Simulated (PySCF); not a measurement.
Species: C7H10O.
Numbering: `[CH3:1][CH2:2][CH2:3][c:4]1[cH:5][cH:6][o:7][cH:8]1`

NICS = −σ at a ghost point: NICS(0) at the centroid of the ring atoms, NICS(1) 1 Å to either side along the normal of their mean plane, zz for the tensor component along that normal. Level: GIAO PBE0/pcSseg-1 (PySCF, non-relativistic, gas phase) on the GFN2-xTB geometry, one conformer.

Ring bond lengths (Å), with Mayer bond orders in brackets: C4–C5 1.423 (1.26), C5–C6 1.358 (1.60), C6–O7 1.343 (1.09), O7–C8 1.346 (1.06), C8–C4 1.363 (1.61).

Task: What do the NICS probes read (ppm)?

Result: 
| ring | type | NICS(0) | NICS(1), two faces | NICS(1)zz, two faces | rms pucker (Å) | centre to ring atoms, mean (Å) |
| --- | --- | --- | --- | --- | --- | --- |
| C4–C5–C6–O7–C8 | 5-membered ring with O; formal bonds all aromatic | -11.9 | -10.2 / -10.3 | -26.0 / -27.0 | 0.00 | 1.16 |

Task: What can be read from them?

Result: 
- C4–C5–C6–O7–C8: mean NICS(1)zz -26.5 ppm, shielded. The ring is flat and has no four-coordinate atom; by the NICS criterion it is aromatic.

Task: How equal are the bonds by HOMA? HOMA = 1 − mean of α(R − Ropt)² over the ring bonds, with Krygowski's 1993 parameters (CC: Ropt 1.388 Å, α 257.7 Å⁻²; CO: Ropt 1.265 Å, α 157.38 Å⁻²).

Result: 
- C4–C5–C6–O7–C8: HOMA 0.46; the largest term is that of O7–C8, α(R − Ropt)² = 1.04.

Task: What are the shieldings of the ring atoms and their hydrogens in the same run (means over atoms taken as equivalent)?

Result: 
```csv
atoms,environment,σ isotropic (ppm)
C4,substituted aromatic carbon,55.2
C5,aromatic CH carbon,69.1
C6,aromatic CH next to a ring oxygen,38.8
O7,furan-type oxygen,37.0
C8,aromatic CH next to a ring oxygen,41.3
H on C5,aromatic hydrogen,25.19
H on C6,aromatic hydrogen,24.21
H on C8,aromatic hydrogen,24.35
```

Conformer computed: `[CH3:1][CH2:2][CH2:3][c:4]1[cH:5][cH:6][o:7][cH:8]1`: C1–C2–C3–C4 -67°, C2–C3–C4–C5 -81°.
